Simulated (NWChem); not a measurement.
Si$_{2}$H$_{4}$OF$_{2}$; SMILES F[SiH2]O[SiH2]F

```xyz
9

Si    -0.6602    -1.4395    -0.0897
F      0.1827    -2.0390     1.1557
O     -0.0205     0.0178    -0.5080
Si     0.6555     1.4529    -0.0715
F     -0.1817     2.0665     1.1706
H     -2.0659    -1.2751     0.3529
H     -0.5081    -2.3626    -1.2387
H      0.5391     2.3874    -1.2154
H      2.0520     1.2475     0.3834
```
Atoms are numbered in this order, from 1.

All runs: NWChem. Structure relaxed at the PBE0/def2-SVP level. Isolated, static molecule.

GIAO at KT2/pcSseg-1: principal shieldings of F5 are 223.0, 333.0, 395.2 ppm; an isolated trichlorofluoromethane molecule has σ = 138.4 ppm at the same levels.

Q: Find the isotropic 19F shift, its principal values, the span and the skew.

A: 
1. σ(iso) = one third of the sum = 317.1 ppm.
2. δ = σ(reference) − σ = -178.7 ppm against trichlorofluoromethane.
3. δ11, δ22, δ33 = -84.6, -194.6, -256.8 ppm.
4. Span Ω = δ11 − δ33 = 172.2 ppm; skew κ = 3(δ22 − δ(iso))/Ω = -0.28.
